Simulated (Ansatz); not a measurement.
Cost and result for the atomization energy of C$_{2}$H$_{5}$BO, SMILES `BC1CO1` (9 atoms, 9 bonds).

```xyz
9

B     0.456    0.268    1.272
C    -0.302   -0.506    0.192
C    -0.197    0.110   -1.166
O     0.430   -1.099   -0.894
H     1.614    0.512    1.112
H    -0.128    0.685    2.229
H    -1.252   -1.002    0.380
H     0.462    0.960   -1.329
H    -1.083    0.070   -1.796
```

The species carries charge 0 and has multiplicity 1. The structure was optimised at the PBE0-D4/def2-TZVP level. Program: Ansatz. All runs use 2 threads of an AMD EPYC 7R43 on a shared host. Times are those of one run each, without the atoms' runs, and a repeat can differ threefold. Electronic energies, without spin–orbit coupling; frozen cores. CCSD(T)/CBS adds CCSD(T) − MP2 in def2-TZVPP to the MP2 limit, and its time is that of the two runs behind it. T1 = 0.012. HSE06 is the plane-wave form, built on full-range PBE exchange.

CCSD(T)/CBS is a level of theory with its own doubt, some kJ/mol a heavy atom from the limit and from the frozen cores, so smaller differences don't rank the functionals.

| level | functions | wall time | atomization (kJ/mol) | difference from CCSD(T)/CBS | per bond |
| --- | --- | --- | --- | --- | --- |
| revPBE-D4/def2-TZVPP | 194 | 1.6 s | 3459.2 | 24.0 | 2.7 |
| BHLYP-D4/def2-TZVPP | 194 | 1.9 s | 3341.6 | -93.6 | -10.4 |
| HSE06-D4/def2-TZVPP | 194 | 2.3 s | 3481.6 | 46.4 | 5.2 |
| CCSD(T)/def2-SVP | 81 | 2.3 s | 3283.5 | -151.7 | -16.9 |
| PBE0-D4/def2-TZVPP | 194 | 2.4 s | 3478.6 | 43.4 | 4.8 |
| CAM-B3LYP-D4/def2-TZVPP | 194 | 2.4 s | 3469.7 | 34.5 | 3.8 |
| r2SCANh-D4/def2-TZVPP | 194 | 3.5 s | 3450.2 | 15.0 | 1.7 |
| r2SCAN-D4/def2-TZVPP (with forces) | 194 | 3.7 s | 3474.4 | 39.2 | 4.4 |
| B2PLYP/def2-TZVPP | 194 | 3.8 s | 3421.6 | -13.6 | -1.5 |
| ωB97M-V/def2-TZVPP (with forces) | 194 | 7 s | 3464.5 | 29.3 | 3.3 |
| MP2/def2-QZVPP | 378 | 14 s | 3477.5 | 42.3 | 4.7 |
| CCSD(T)/def2-TZVPP | 194 | 40 s | 3354.2 | -81.0 | -9.0 |
| CCSD(T)/CBS(def2) | – | 54 s | 3435.2 | 0.0 | 0.0 |

The D4 term adds +19.9 kJ/mol with B3LYP and +10.2 kJ/mol with PBE0; it sums over pairs of atoms, weighted by their polarisabilities, and B3LYP, whose exchange is more repulsive, gets the larger term. Leaving LDA and LC-ωPBE aside and taking each functional with its dispersion term where it has one, the values, not all of them listed here, spread over 209.0 kJ/mol, from BHLYP-D4 to PBE-D4. LDA lies +447.3 kJ/mol from PBE without D4, its usual overbinding. From PBE to PBE0 (25 % exact exchange), in def2-TZVPP and without D4, the atomization energy moves by −69.9 kJ/mol: exact exchange takes away binding that semilocal exchange gives to molecules.

B3LYP here is the variant with VWN-RPA as its local correlation; programs differ in this.
